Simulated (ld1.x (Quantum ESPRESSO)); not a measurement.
**What the settings do to the TM potential of Ho**

Base potential:

ld1.x (Quantum ESPRESSO) 7.5 input, shortened:

```
&input
   title='Ho', zed=67., rel=2, dft='PZ', iswitch=3,
   config='[Xe] 4f10 5d1 6s1.5 6p0', rel_dist='average'
 /
 &inputp
   pseudotype=2, tm=.true., lloc=-1, rcloc=3.15,
   nlcc=.true.
 /
3
6S  1  0   1.50   0.00  2.80  2.80  0.0
6P  2  1   0.00   0.00  3.75  3.75  0.0
5D  3  2   1.00   0.00  1.95  1.95  0.0
 &test
   configts(1)='5d1 6s1.5 6p0'
 /
```

Open shells are filled in proportion to 2j + 1 (rel_dist='average').

All-electron outer shells of the reference configuration (LDA (PZ), scalar-relativistic, ld1.x):

| shell | level (eV) | outermost node (bohr) | outermost maximum (bohr) |
| --- | --- | --- | --- |
| 4f | -12.69 | – | 0.52 |
| 6s | -7.13 | 1.51 | 3.14 |
| 5d | -5.28 | 0.74 | 1.88 |
| 6p | -3.60 | 1.82 | 4.14 |

Cutoffs, loose and tight: the cutoffs (Ry, on a coarse ladder) from which the occupation-weighted sum of valence levels, in a spherical-Bessel basis at the reference potential, stays within 10 and 1 mRy of its value at 400 Ry. They do not see the model core or the augmentation charge, which bear on the density cutoff. Test errors are all-electron minus pseudo excitation energies from the reference, over the configurations 5d1 6s2 6p0; 5d1 6s1 6p0; 5d1 6s0 6p0; 5d0 6s2 6p1; 5d1.5 6s1.5 6p0; 5d2 6s1 6p0; 5d2 6s0 6p0. A dash means not determined; rows that change the core or the reference have their own tests.

A true bound ghost makes a file unfit for plane-wave use even where its test errors are small: the radial tests pick states by their node count and pass the ghost by.

The default core radius of the base comes out at 2.33 bohr.

| change | outcome | cutoff, loose | cutoff, tight | bound ghosts | largest test error (meV) |
| --- | --- | --- | --- | --- | --- |
| base | generated | 18 Ry | 21 Ry | none | -64 |
| local potential the p channel | generated | 18 Ry | 21 Ry | none | -92 |
| reference 5d1 6s1.5 6p0.5 | generated | 18 Ry | 21 Ry | none | -38 |
| wave 5d (bound): rc 1.95 bohr becomes 5d (bound): rc 1.90 bohr | generated | 18 Ry | 21 Ry | none | -64 |
| core [Kr] 4d10, valence charge 21; reference 4f10 5s2 5p6 5d1 6s2 6p0; waves now 5s (bound): rc 1.90 bohr; 5p (bound): rc 1.50 bohr; 4f (bound): rc 1.35 bohr; 5d (bound): rc 0.75 bohr; local potential the d channel; core correction Bessel-smoothed model core inside 0.65 bohr | failed: the pseudo-atom did not reach self-consistency | – | – | – | – |
| core correction a·sin(br)/r model core inside 1.52 bohr | generated | 18 Ry | 21 Ry | none | -91 |
| local potential all-electron potential smoothed inside 1.84 bohr (lloc = -1) | generated | 15 Ry | 21 Ry | s, p3/2, p1/2 | -87 |
| wave 6s (bound): rc 2.80 bohr becomes 6s (bound): rc 2.48 bohr | generated | 18 Ry | 25 Ry | s | -42 |

What comes out with this change to the base: all radii but the core radius scaled by about 1.37 (s 3.84, p 5.14, d 2.68 bohr); local potential all-electron potential smoothed inside 4.32 bohr (lloc = -1)?

outcome: generated; cutoff, loose: 18 Ry; cutoff, tight: 21 Ry; bound ghosts: none; largest test error (meV): -81.
